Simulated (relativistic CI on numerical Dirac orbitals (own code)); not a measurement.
Calculated at this level of theory: Dirac-Coulomb-Breit CI, separate exchange-only KLI orbitals for each configuration, QED by a radiative potential, unscaled Slater integrals (own radial code, finite nucleus).

Configuration list (outside the closed core [Ne]): 3s, 3p, 3d, 4s, 4p, 4d, 4f, 5s, 5p, 5d, 5f, 5g, 6s, 6p, 6d, 7s, 7p. Levels of other configurations are missing.

At this charge energies of transitions that change n are usually good to better than 1 %, and those within a shell (Δn = 0) to a few per cent.

Outline of the computed level scheme of Er LVIII. Lowest level of each configuration: 3s ²S1/2 at 0.00 eV; 3p ²P°1/2 at 140.27 eV; 3d ²D3/2 at 559.75 eV; 4s ²S1/2 at 2648.85 eV; 4p ²P°1/2 at 2706.87 eV; 4d ²D3/2 at 2873.43 eV; 4f ²F°5/2 at 2932.02 eV; 5s ²S1/2 at 3827.99 eV; 5p ²P°1/2 at 3857.14 eV.

Some strong electric-dipole decays among the lowest 15 levels: 4f ²F°7/2 → 3d ²D5/2 (1.6e+14 s⁻¹); 4f ²F°5/2 → 3d ²D3/2 (1.6e+14 s⁻¹); 4d ²D5/2 → 3p ²P°3/2 (7.9e+13 s⁻¹); 4d ²D3/2 → 3p ²P°1/2 (6.3e+13 s⁻¹); 4p ²P°1/2 → 3s ²S1/2 (4.0e+13 s⁻¹); 4s ²S1/2 → 3p ²P°3/2 (3.1e+13 s⁻¹); 4p ²P°3/2 → 3s ²S1/2 (2.7e+13 s⁻¹); 5p ²P°1/2 → 3s ²S1/2 (2.2e+13 s⁻¹).
